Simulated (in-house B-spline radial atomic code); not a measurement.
**Co4+: [He] 2s1 2p6 3s2 3p6 3d6 (with a hole in an inner shell)**

All numbers are computed (Dirac-Kohn-Sham PBE0, spherical fractional occupations; Fermi nucleus of rms radius 3.7875 fm) with a radial B-spline atomic code at the basis-set limit, not measured.

Z_r = [3n² - l(l+1)]/(2<r>); Z_e = n√(-2ε); the last column is Slater's effective charge. Values are occupation-weighted means over j.

```
shell  electrons   ε (eV)  <r> (bohr)    Z_r    Z_e  Slater
   1s          2  -7763.4     0.05615  26.71  23.89   26.70
   2s          1  -1001.9      0.2529  23.73  17.16   23.20
   2p          6  -883.47      0.2219  22.54  16.12   23.20
   3s          2  -173.83      0.7457  18.10  10.72   16.60
   3p          6  -135.07      0.7708  16.22   9.45   16.60
   3d          6  -70.583      0.8372  12.54   6.83    8.25
```

The least bound orbital is 3d5/2 at -70.47 eV, and it is also the most diffuse (<r> = 0.8385 bohr). The part-filled 2s shell lies below the filled 3p shell in orbital energy.

Spin-orbit splittings of the orbital energies (j = l + 1/2 above j = l - 1/2 when positive): 2p 15.3 eV, 3p 2.121 eV, 3d 0.2902 eV.

For the 1s electron the small component carries 0.946 % of the norm, the zero-frequency Breit interaction raises the level by 9.263 eV, self-energy by 4.701 eV, and vacuum polarisation lowers it by 0.4094 eV.

Caution: exact exchange at fractional occupations of open shells leaves self-interaction of up to several eV.
